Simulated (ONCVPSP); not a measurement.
# B: one change to an ONCV potential, before and after

```json
{
  "Element": "B (Z = 5)",
  "Generator": "ONCVPSP 4.0.1",
  "Type": "optimised norm-conserving Vanderbilt (ONCV)",
  "Functional": "LDA (Perdew-Wang 92)",
  "Relativity": "scalar-relativistic",
  "Frozen core": "[He]",
  "Valence charge": "3",
  "Reference configuration": "2s2 2p1",
  "Partial waves": "2s: rc 1.35 bohr, ncon 3, nbas 8, qcut 4.6 1/bohr, 2 projectors, debl 3.9 Ha; 2p: rc 3.75 bohr, ncon 3, nbas 8, qcut 2.8 1/bohr, 2 projectors, debl 0.7 Ha",
  "Local potential": "polynomial inside 1.35 bohr (lpopt 2, dvloc0 0 Ha)",
  "Core correction": "Teter function, fcfact 4.75, rcfact 1.55"
}
```

Change: p: debl 2.6.

Cutoffs: the cutoffs (Ha) at which the residual kinetic energy of the hardest occupied pseudo-wave falls to 1 and 0.1 mHa per electron; they do not see the model core or the augmentation charge, which bear on the density cutoff. Errors are all-electron minus pseudo energies relative to the spin-unpolarised reference configuration.

Problem. How do hardness, ghosts and transferability respond?

Solution. The potential gets neither clearly harder nor softer (10 Ha and 60 Ha → 10 Ha and 60 Ha); of the 4 tests that both files solve, the error grows in 1 and shrinks in 1 by more than 15 % and 0.3 meV (median size 221.0 → 228.2 meV); the range in which the p phases agree narrows (upper end 1.4 → -0.1); neither file shows a bound ghost.

```tsv
quantity	base	changed
cutoff, loose	10 Ha	10 Ha
cutoff, tight	60 Ha	60 Ha
bound ghosts	none	none
GHOST(+) flags under 300 eV	none	p at 70.0 eV
error for 2s2 2p0, meV [ΔE 8.32 eV]	+356	+356
error for 2s1 2p0, meV [ΔE 33.62 eV]	+980	+980
error for 2s2 2p0.5, meV [ΔE 2.94 eV]	+63	+48
error for 2s1 2p2, meV [ΔE 5.68 eV]	-85	-100
s: phases at 1.37 bohr within 0.05 rad from the reference energy up to (Ha; the scan ends near 5)	to the end of the scan	to the end of the scan
p: phases at 3.81 bohr within 0.05 rad from the reference energy up to (Ha; the scan ends near 5)	1.4	-0.1
rms error of d²Exc/dni dnj with the model core, mHa	1.37	1.37
```
